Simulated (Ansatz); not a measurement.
Program: Ansatz. Geometries: PBE0-D4/def2-TZVP. ΔE: electronic, gas phase. CCSD(T)/CBS is the MP2 limit (def2-TZVPP, def2-QZVPP) plus CCSD(T) − MP2 in def2-TZVPP, frozen cores. Functionals use def2-TZVPP. B3LYP here is the variant with VWN-RPA as its local correlation; programs differ in this. Each species was taken in one conformer, which may not be the lowest.

Reaction (ligand exchange at the Si–C bond): `FBOC[SiH3]` + `OB1N[SiH2]1` → `[SiH3]OB1N[SiH2]1` + `COBF`

`FBOC[SiH3]`:

Z-matrix (Å, degrees):
```
C
Si 1 1.893
O 1 1.429 2 110.3
H 1 1.094 2 110.4 3 123.2
H 1 1.093 2 110.1 3 -118.2
H 2 1.486 1 109.3 3 -60.7
H 2 1.487 1 108.6 3 179.6
H 2 1.485 1 110.1 3 59.5
B 3 1.340 1 122.7 2 106.3
F 9 1.333 3 121.0 1 0.6
H 9 1.192 3 119.5 1 -179.6
```

`OB1N[SiH2]1`:

Z-matrix (Å, degrees):
```
Si
B 1 1.923
N 1 1.759 2 44.2
H 1 1.488 2 125.7 3 91.6
H 1 1.488 2 125.7 3 -91.6
O 2 1.350 1 158.9 3 -180.0
H 3 1.009 1 145.5 2 180.0
H 6 0.962 2 113.7 1 180.0
```

`[SiH3]OB1N[SiH2]1`:

Cartesian coordinates in Å:
```
Si -0.831 -1.888 -1.036
O 0.198 -1.176 0.042
B 0.388 0.112 0.387
N 1.212 0.813 1.255
Si 0.218 2.035 0.474
H -1.635 -2.898 -0.307
H -1.721 -0.872 -1.652
H -0.021 -2.559 -2.081
H 1.945 0.632 1.924
H -0.701 2.788 1.370
H 0.949 3.013 -0.377
```

`COBF`:

Z-matrix (Å, degrees):
```
C
O 1 1.413
H 1 1.093 2 111.6
H 1 1.091 2 108.9 3 -120.7
H 1 1.091 2 108.9 3 120.7
B 2 1.339 1 121.8 3 -0.2
F 6 1.325 2 117.6 1 180.0
H 6 1.199 2 123.0 1 -0.0
```

```csv
species,B3LYP energy (Eh)
`FBOC[SiH3]`,-531.35673
`OB1N[SiH2]1`,-446.87909
`[SiH3]OB1N[SiH2]1`,-737.64160
`COBF`,-240.63830
```

Task: Work out ΔE.

Result: ΔE = (-737.64160) + (-240.63830) − (-531.35673) − (-446.87909) = -0.04408 Eh = -115.7 kJ/mol. CCSD(T)/CBS gives -114.7 kJ/mol.

Largest T1 diagnostic among the species: 0.013.

From PBE to PBE0 (25 % exact exchange), in def2-TZVPP and without D4, ΔE moves by −6.6 kJ/mol. In def2-TZVPP, CCSD(T) changes the Hartree–Fock value by +21.0 kJ/mol (the triples alone add +2.5 kJ/mol) and MP2 by +17.6 kJ/mol.
